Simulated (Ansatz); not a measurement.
Molecule: TaO3, net charge 0, doublet state. The spin state was set by rule; other spins were not relaxed. 
Geometry from a B3LYP-D3(BJ)/def2-TZVP (Ansatz, a quantum-chemistry and plane-wave program) optimisation:
```
Ta
O 1 1.7587
O 1 1.7587 2 108.45
O 1 1.8945 2 104.53 3 111.09
```
Charge 0, spin multiplicity 2.

Parts of the frozen-core correlation energy in def2-SVPD (Ansatz, hartree). Frozen orbitals: 7; correlated occupied orbitals by spin: 12 and 11; virtual: 85 and 86. Open shells are spin-unrestricted. Spin-orbit coupling is left out. In def2 rows, elements after Kr have scalar-relativistic effective core potentials.

| term | value |
|---|---|
| reference (HF) | -280.80698 |
| MP2 opposite-spin | -0.52325 |
| MP2 same-spin | -0.21646 |
| CCSD correlation | -0.70955 |
| (T) | -0.04067 |
| T1 diagnostic | 0.040 |
| largest doubles amplitude | 0.025 |
| <S^2> of the reference | 0.786 |
